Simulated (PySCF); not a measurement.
Stationary points of Al(OH)₃

Method: BP86/[Al def2-TZVP, O def2-TZVP, H def2-TZVP], no relativity, density fitting, PySCF.

Relaxations began from a few typed shapes. The search is not exhaustive: other isomers or separated fragments can lie lower, and high-lying points may rest on an excited occupation.

```csv
spin,group,bonds,angles,imaginary modes (cm⁻¹),ΔE (kJ/mol),ΔE with ZPE (kJ/mol)
singlet,C3h,"Al–O 1.708 Å (×3), O–H 0.968 Å (×3)","Al–O–H 120.6° (×3), O–Al–O 120.0° (×3)",none,0.0,0.0
singlet,Cs,"Al–O 1.705 Å, Al–O 1.707 Å, Al–O 1.712 Å, O–H 0.967 Å (×3)","Al–O–H 119.3°, Al–O–H 122.1°, Al–O–H 123.0°, O–Al–O 115.8°, O–Al–O 118.5°",none,6.2,4.4
```

The lowest minimum found is the singlet C3h: Al–O 1.708 Å (×3), O–H 0.968 Å (×3); Al–O–H 120.6° (×3), O–Al–O 120.0° (×3).
